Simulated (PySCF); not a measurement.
C2H5NOSi, SMILES O[Si@@H](N)C#C.

The structure is a stationary point at B3LYP-D3(BJ)/def2-SVP. The structure was generated by enumeration; whether it is a known compound was not checked. The values are those of a single conformer.

Two levels are set side by side: TDDFT-PBE/def2-SVPD (PySCF) and TDDFT-CAM-B3LYP/def2-SVPD (PySCF). Vertical, same geometry. The lowest singlet is HOMO→LUMO 79 %, HOMO→LUMO+1 21 % with PBE and HOMO−1→LUMO+1 30 %, HOMO−2→LUMO 27 %, HOMO−2→LUMO+2 15 %, HOMO→LUMO 9 % with the other functional; states are paired by order. Differences are taken from unrounded values.

| quantity | TDDFT-CAM-B3LYP |
|---|---|
| lowest singlet excitation (eV) | 5.99 |
| lowest triplet excitation (TDA) (eV) | 4.91 |

Q: What does TDDFT-PBE give, and how far is it from TDDFT-CAM-B3LYP? (An estimate is asked for; the answer gives what the named calculation found.)

A: 
```csv
quantity,TDDFT-PBE,TDDFT-PBE minus TDDFT-CAM-B3LYP
lowest singlet excitation (eV),5.30,-0.69
lowest triplet excitation (TDA) (eV),4.88,-0.03
```

A lower first singlet is the usual sign of a functional without exact exchange. Differences between two approximate levels are no errors against the true value.

Rough cost on one machine, each run with all the roots and properties that it gave: TDDFT-CAM-B3LYP against TDDFT-PBE about 7 times.
